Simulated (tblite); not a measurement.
Species: C6H8NO (doublet state).
Cartesian coordinates in Å at the GFN2-xTB level; atoms count from 1:
```
atom  x, y, z in Å
O1    -2.8165    0.0904   -1.2673
C2    -1.9978   -0.2699   -0.4636
C3    -0.5501    0.1138   -0.4806
C4    -0.4429    1.3384    0.4897
C5     0.9784    1.5009    0.8102
N6     1.9262    0.7566    0.6345
C7     1.8397   -0.5499    0.0191
C8     0.3768   -1.0137   -0.0172
H9    -2.2849   -0.8835    0.4138
H10   -0.2703    0.4482   -1.4840
H11   -0.9909    1.1517    1.4173
H12   -0.8608    2.2288    0.0203
H13    2.2580   -0.4621   -0.9879
H14    2.4622   -1.2410    0.5913
H15    0.0770   -1.3326    0.9843
H16    0.2883   -1.8670   -0.6913
```

All values are computed: GFN2-xTB (tblite) harmonic vibrations without scaling, gas phase. Errors from tens to a few hundred cm⁻¹ against measured bands are possible. One conformer, not necessarily the lowest. Open shells enter through the occupations alone, without spin polarisation, and single modes of such species can be off by tens of per cent.

Harmonic wavenumbers (cm⁻¹): 82.0, 116.9, 192.7, 264.0, 356.7, 368.8, 394.5, 497.1, 543.5, 652.4, 832.1, 856.7, 876.4, 906.5, 916.2, 997.7, 1031.2, 1033.7, 1057.8, 1098.8, 1105.6, 1164.1, 1189.7, 1218.6, 1242.4, 1267.3, 1275.0, 1334.0, 1378.5, 1427.5, 1449.9, 1469.5, 1749.6, 1900.9, 2749.1, 2944.1, 2953.9, 2962.1, 2972.1, 2976.5, 2989.1, 2999.3.

A = 4810, B = 1444, C = 1188 MHz; mass 110.061 u (most abundant isotopes); point group C1, symmetry number 1; spin multiplicity 2.

**Question.** Zero-point energy?

**Answer.** Half the sum of the wavenumbers: 27897 cm⁻¹ = 333.73 kJ/mol.

**Question.** Entropy at 500 K, 1 bar (ideal gas, RRHO, classical rotation)?

**Answer.** Translation 178.23, rotation 123.84, vibration 135.84, spin (R ln 2) 5.76: S = 443.7 J/(mol K).

**Question.** And Cp and H(500 K) − H(0)?

**Answer.** Cp = 193.12 J/(mol K), of which vibrations give 159.86 (their classical limit is 42 R = 349.2); H(500 K) − H(0) = 54.51 kJ/mol without the zero-point energy, 37.89 from vibrations.

**Question.** Which modes carry the vibrational entropy at 500 K?

**Answer.** 82.0 cm⁻¹: 20.34; 116.9 cm⁻¹: 17.41; 192.7 cm⁻¹: 13.32; 264.0 cm⁻¹: 10.80; 356.7 cm⁻¹: 8.45; 368.8 cm⁻¹: 8.20 J/(mol K); the other 36 give 57.32 together.

**Question.** What must be added to the electronic energy to get the Gibbs energy at 500 K and 1 bar?

**Answer.** ZPE + [H(500 K) − H(0)] − T·S = 333.73 + 54.51 − 221.84 = 166.40 kJ/mol.

**Question.** How do the functions run with temperature in this model?

**Answer.** 
| T (K) | S (J/(mol K)) | Cp (J/(mol K)) | H − H(0) (kJ/mol) | G − H(0) (kJ/mol) | ln q(vib) |
| --- | --- | --- | --- | --- | --- |
| 50 | 235.7 | 43.4 | 1.83 | -9.96 | 0.14 |
| 100 | 270.5 | 58.7 | 4.38 | -22.67 | 0.68 |
| 298.15 | 362.5 | 124.1 | 22.21 | -85.86 | 3.68 |
| 373.15 | 393.3 | 151.7 | 32.56 | -114.21 | 4.96 |
| 750 | 533.9 | 251.1 | 110.62 | -289.79 | 11.83 |
| 1000 | 611.5 | 288.1 | 178.34 | -433.21 | 16.31 |

q(vib) and H(0) count from the zero-point level.

**Question.** Blend soft modes into free rotors: weight 1/[1 + (100 cm⁻¹/ν̃)⁴] for the oscillator and the rest for a rotor with moment μB/(μ + B), μ = h/(8π²ν), B = 10⁻⁴⁴ kg m². What vibrational entropy results?

**Answer.** 130.60 J/(mol K) in place of 135.84, which changes −T·S at 500 K by +2.62 kJ/mol.

Hindered rotation and anharmonicity are outside this model. Other conformers, if any are populated, would add a mixing term that is left out. The structure is chiral; the term R ln 2 for an equal mix with its mirror image is left out.
